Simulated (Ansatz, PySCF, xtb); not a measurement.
Energy difference R1 + R2 → P1, each structure at its B3LYP-D3(BJ)/def2-TZVP stationary point, reached from a drawn start (curvature not checked).
R1: H2 (SMILES [H][H]), charge 0, multiplicity 1.
R2, C2H6Si (SMILES C1C[SiH2]1) (charge 0, multiplicity 1):
```xyz
9

C     -0.626     0.707     0.200
C     -0.516    -0.751    -0.321
Si     1.099     0.042     0.116
H     -1.101     0.835     1.166
H     -0.946     1.450    -0.522
H     -0.768    -0.906    -1.363
H     -0.923    -1.521     0.324
H      1.785    -0.351     1.360
H      1.997     0.494    -0.960
```
P1: C2H8Si (SMILES CC[SiH3]), charge 0, multiplicity 1.

P less R. No zero-point or thermal terms.

Correlated levels freeze the cores.

The values were computed with Ansatz (Gaussian basis) for Hartree–Fock, density functionals and correlated methods; PySCF for the D3/D4 terms; xtb for the GFN methods. No computed number here is a measurement.

```csv
level,reaction energy (kJ/mol)
GFN1-xTB,-284.1
HF/cc-pV(T+d)Z,-215.9
SVWN5/def2-TZVPP,-192.4
revPBE-D4/def2-TZVPP,-176.8
PBE0-D4/def2-TZVPP,-191.5
BHLYP/def2-TZVPP,-204.7
CAM-B3LYP-D3(BJ)/def2-TZVPP,…
B2PLYP-D4/def2-TZVPP,…
CCSD/cc-pV(D+d)Z,…
```

What belongs in the gaps?


- CAM-B3LYP-D3(BJ)/def2-TZVPP, reaction energy (kJ/mol): -199.4
- B2PLYP-D4/def2-TZVPP, reaction energy (kJ/mol): -192.2
- CCSD/cc-pV(D+d)Z, reaction energy (kJ/mol): -208.6

Ansatz is a program for electronic structure.
